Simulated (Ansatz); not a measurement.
This geometry of AlF2H + H3P (8 atoms, charge 0, multiplicity 1) is a first-order saddle point.

The calculation used Ansatz 0.2.0, RKS PBE/6-31G*.

```xyz
8
Properties=species:S:1:pos:R:3
Al 0.072 -0.404 0.078
H -0.132 0.160 1.703
F 1.543 0.073 -0.540
F -1.331 -0.222 -0.799
P 0.208 -2.684 1.171
H -0.756 -2.880 0.123
H 1.361 -2.663 0.314
H -0.018 -0.958 1.705
```

Q: Which two structures does it join? (They come from a converged band through this point; their orientation in space is the band's.)

A: Bonds broken: Al1–H2, P5–H8. Bonds formed: Al1–P5, H2–H8. AlF2H + H3P becomes AlF2H2P + H2.

Initial state:

```xyz
8
Properties=species:S:1:pos:R:3
Al 0.047 0.002 0.042
H -0.132 0.661 1.470
F 1.551 -0.071 -0.678
F -1.278 -0.323 -0.918
P 0.231 -3.027 1.067
H -0.808 -2.475 0.241
H 1.281 -2.288 0.419
H 0.055 -2.058 2.112
```

Final state:

```xyz
8
Properties=species:S:1:pos:R:3
Al 0.024 -0.771 -0.105
H 0.260 0.510 2.077
F 1.336 0.257 -0.203
F -1.449 -0.173 -0.605
P 0.230 -2.951 0.674
H -0.562 -3.478 -0.403
H 1.473 -3.150 -0.019
H -0.364 0.179 2.340
```

Q: How far does it lie above each of them?

A: 1.13 eV above the first and 1.40 eV above the second. This is the barrier of this one path; another mechanism may lie lower. The orbitals stay closed-shell, which can raise the energy where a bond breaks towards radicals; this wasn't checked here.

The run took 7 min on 1 thread of AMD EPYC 7R43 64-Core Processor (Zen 3) (shared host), peak memory 0.15 GiB.
